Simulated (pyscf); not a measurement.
Structures and frequencies: ωB97X-D3(BJ)/def2-SVP in PySCF.

Q: How much does it cost (ΔH, 298 K, ωB97M-D3(BJ)/def2-TZVP) to split F–Ta(F)(F)(F)–O–SiH₃ at its O–Ta bond into [F–Ta(F)(F)–F]• + •O–SiH₃?

A: O–Ta to [F–Ta(F)(F)–F]• + •O–SiH₃: 117.7 kcal/mol. The 7 functionals that were run give +116.2 (PBE) to +122.3 kcal/mol (ωB97X-D3(BJ)). The radicals are drawn with the spin at the cut bond; how far it spreads was not checked. •O–SiH₃ lies 24.9 kcal/mol over its isomer HO–SiH₂•, and others may lie lower still (electronic energy, ωB97M-D3(BJ)). Open-shell species with a d-block atom are single-reference here; other states, and whether the spin sits on metal or ligand, were not checked. Elements past Kr carry the def2 core potentials, without spin-orbit coupling.
